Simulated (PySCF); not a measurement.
CH₇NO₂Si.
Atom-mapped SMILES: `[CH3:1][NH:2][SiH:3]([OH:4])[OH:5]` (hydrogens: H6, H7, H8 on C1; H9 on N2; H10 on Si3; H11 on O4; H12 on O5)

Structure used (PBE0-D3(BJ)/def2-SVP), in Å, numbered top down from 1:
```xyz
12
CH7NO2Si angstrom
C      1.8522    0.0430   -0.2943
N      0.5510    0.5594    0.0486
Si    -0.9343   -0.2876   -0.0124
O     -1.9590    0.3681   -1.1372
O     -1.8229   -0.1822    1.3932
H      2.2688    0.4969   -1.2119
H      2.5921    0.1872    0.5139
H      1.7865   -1.0406   -0.4775
H      0.5219    1.5657    0.1733
H     -0.5673   -1.6959   -0.3301
H     -2.8845    0.3826   -0.8753
H     -1.3658   -0.4239    2.2030
```

Method used: PBE0-D3(BJ)/def2-SVP geometry optimisation, gas phase in PySCF.

Take the most abundant isotopes and a rigid rotor. The values belong to one conformer with, in the numbering `[CH3:1][NH:2][SiH:3]([OH:4])[OH:5]`, C1–N2–Si3–O4 -115°, N2–Si3–O4–H -142°, N2–Si3–O5–H -53°.

Task: What are A, B and C (MHz)?

Result: Ia = 74.97, Ib = 194.36, Ic = 242.05 u·Å²; 505379 MHz·u·Å²/I gives A = 6742, B = 2600, C = 2088 MHz.

Task: Classify the top.

Result: An asymmetric top. Ray's parameter κ = (2B − A − C)/(A − C) = -0.780; −1 is the prolate and +1 the oblate limit.

Task: What does the inertial defect say?

Result: Not planar: Δ = Ic − Ia − Ib = -27.27 u·Å². For a rigid frame Δ = −2 Σ m c², so Σ m c² = 13.64 u·Å² lies off the ab plane: 6.99 from hydrogen and 6.64 from heavier atoms. The atom farthest from that plane is 1.76 Å away.

Task: Give the other two planar moments, Paa and Pbb, and the rms extents of the mass along the axes.

Result: Paa = Σ m a² = (Ib + Ic − Ia)/2 = 180.72 and Pbb = Σ m b² = (Ia + Ic − Ib)/2 = 61.33 u·Å². With the mass M = 93.02 u, the rms extents √(P/M) along a, b and c are 1.39, 0.81, 0.38 Å.

Task: Which types of transition are allowed, and where do some lines up to J = 2 fall?

Result: The dipole components are |μa| = 0.82 D, |μb| = 1.50 D, |μc| = 0.44 D. Intensities carry the squares of the components, which stand as 0.30 : 1.00 : 0.09 (a : b : c). Some lines, for components of 0.1 D or more:

| type | branch | J(Ka,Kc) | MHz | lower level (cm⁻¹) |
| --- | --- | --- | --- | --- |
| a | Q | 1(1,0) ← 1(1,1) | 512 | 0.295 |
| c | Q | 1(1,1) ← 1(0,1) | 4141 | 0.156 |
| a | R | 1(0,1) ← 0(0,0) | 4688 | 0.000 |
| b | R | 2(0,2) ← 1(1,1) | 5191 | 0.295 |
| b | Q | 2(1,1) ← 2(0,2) | 5211 | 0.468 |
| b | R | 1(1,1) ← 0(0,0) | 8829 | 0.000 |
| a | R | 2(1,2) ← 1(1,1) | 8864 | 0.295 |
| a | R | 2(0,2) ← 1(0,1) | 9332 | 0.156 |
| c | R | 1(1,0) ← 0(0,0) | 9342 | 0.000 |
| c | Q | 2(2,1) ← 2(1,1) | 12424 | 0.641 |
| b | R | 2(1,2) ← 1(0,1) | 13005 | 0.156 |
| b | Q | 2(2,1) ← 2(1,2) | 13961 | 0.590 |
| c | R | 2(1,1) ← 1(0,1) | 14542 | 0.156 |
| b | R | 2(2,1) ← 1(1,0) | 22312 | 0.312 |
| c | R | 2(2,0) ← 1(1,0) | 22357 | 0.312 |
| c | R | 2(2,1) ← 1(1,1) | 22825 | 0.295 |
| b | R | 2(2,0) ← 1(1,1) | 22869 | 0.295 |

No frequency check. These are rigid-rotor constants of the computed structure; measured ground-state constants (B0) also hold zero-point vibration. A rigid rotor knows nothing of internal rotation, which can split or shift real lines. Quadrupole hyperfine structure (14N) is left out.

Hardware: Arm Neoverse V2, one thread, no GPU (shared host). Cost: 1.7 min, 0.45 GiB resident at most. This is the geometry optimisation.
